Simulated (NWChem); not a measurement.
SbHBr2; SMILES [SbH]([Br])[Br]

This build's default masses of Se (78.918 u) and Br (79.917 u) are each other's, which moves their modes by up to 0.6 %. def2 effective core potentials on Sb; no spin-orbit coupling.

Give the equilibrium geometry at PBE0/def2-SVP with def2 effective core potentials on Sb (NWChem) as an XYZ file, with the point group.

point group Cs; any orientation.
```
4

Sb    -0.9002    -0.0023     0.0000
H     -0.9878    -1.7226     0.0000
Br     0.7103     0.0354    -1.9448
Br     0.7103     0.0354     1.9448
```
